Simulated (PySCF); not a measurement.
**Heteronuclear NMR**

Structure with atom numbers: `[CH3:1][O:2][SiH2:3][c:4]1[cH:5][cH:6][c:7]([SiH2:8][NH2:9])[o:10]1` (H(Xn): hydrogen on atom n).

Non-relativistic, isolated molecule, one computed conformer, rapidly exchanging positions averaged. Geometry from GFN2-xTB; shielding tensors at PBE0/pcSseg-1 (GIAO); PySCF.

Question: Where does $^{29}$Si resonate?

Answer: 
| atoms | environment | σ (ppm) | δ (ppm) |
| --- | --- | --- | --- |
| Si3 | silicon bonded to C, O, 2 H | 385.2 | -36.7 |
| Si8 | silicon bonded to C, N, 2 H | 398.1 | -47.3 |

Shieldings were converted by a linear fit to measured shifts: $^{29}$Si (scatter 8.9 ppm rms, 25.8 ppm with the 6 outliers that the fit left out vs TMS, solution or neat liquid). Occasional misses reach two or three times the rms, and more in compound classes unlike the fitted ones.

On a 400 MHz spectrometer $^{29}$Si resonates near 79.5 MHz, so 1 ppm is 79.5 Hz.

Question: What are the $^{15}$N shifts?

Answer: 
| atoms | environment | σ (ppm) | δ (ppm) |
| --- | --- | --- | --- |
| N9 | nitrogen bonded to Si, 2 H | 264.9 | -392.1 |

Shieldings were converted by a linear fit to measured shifts: $^{15}$N: δ = -148.07 − 0.921σ (rms 6.3 ppm, 71 shifts vs CH3NO2, solution or neat liquid). Occasional misses reach two or three times the rms, and more in compound classes unlike the fitted ones.

On a 500 MHz spectrometer $^{15}$N resonates near 50.7 MHz, so 1 ppm is 50.7 Hz.

Question: Predict the $^{17}$O NMR data.

Answer: 
```
atoms             environment  σ (ppm)  δ (ppm)
  O10    aromatic ring oxygen      1.4    265.4
   O2  oxygen bonded to C, Si    338.3    -41.4
```

Shieldings were converted by a linear fit to measured shifts: $^{17}$O (scatter 10.7 ppm rms, 12.2 ppm with the 3 outliers that the fit left out vs liquid water, solution or neat liquid). A few per cent of atoms miss by over 2 rms, more outside the fitted compound classes.

On a 300 MHz spectrometer $^{17}$O resonates near 40.7 MHz, so 1 ppm is 40.7 Hz.
